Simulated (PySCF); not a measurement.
## Computed properties of BiF2Cl, SMILES [F][Bi]([F])[Cl]

BiF2Cl, SMILES [F][Bi]([Cl])[F]. The structure is a stationary point at PBE0-D3(BJ)/def2-SVP. The def2 effective core potentials stand for the cores of Bi; spin–orbit coupling is left out. Other conformers were not sampled. All values are computed for the isolated molecule unless a solvent is named; none is compared with measurement here.

**Structure.** The optimised structure has Cs symmetry. All 6 harmonic modes at PBE0-D3(BJ)/def2-SVP (PySCF) are real, so it is a minimum. With heavy atoms numbered as in [Bi:1]([F:2])([F:3])[Cl:4], the shortest bond between them is Bi1–F3 at 2.021 Å and the longest Bi1–Cl4 at 2.448 Å.

**Vibrations.** The strongest infrared lines (harmonic, unscaled, degenerate partners summed) lie at 596 cm⁻¹ (72 km/mol, F 91 %, Bi 9 %), 605 cm⁻¹ (59 km/mol, F 92 %, Bi 8 %), 351 cm⁻¹ (51 km/mol, Cl 84 %, Bi 16 %). The softest mode is at 133 cm⁻¹ and the zero-point energy is 2.9 kcal/mol.

**Electronic structure.** ωB97X/def2-TZVPD (PySCF) places the frontier levels at -11.67 and -0.23 eV, a gap of 11.44 eV, and gives a dipole moment of 4.87 D and a mean polarisability of 56.4 bohr³.

**Excitations.** TDA-CAM-B3LYP/def2-SVPD (PySCF) has S1 at 5.96 eV (208 nm, f = 0.018, weak); the most intense of the 10 singlets computed lies at 7.50 eV (f = 0.29). T1 (TDA) is at 5.27 eV, 0.69 eV under S1. No vertical singlet excitation falls in the visible range (under 3.1 eV).
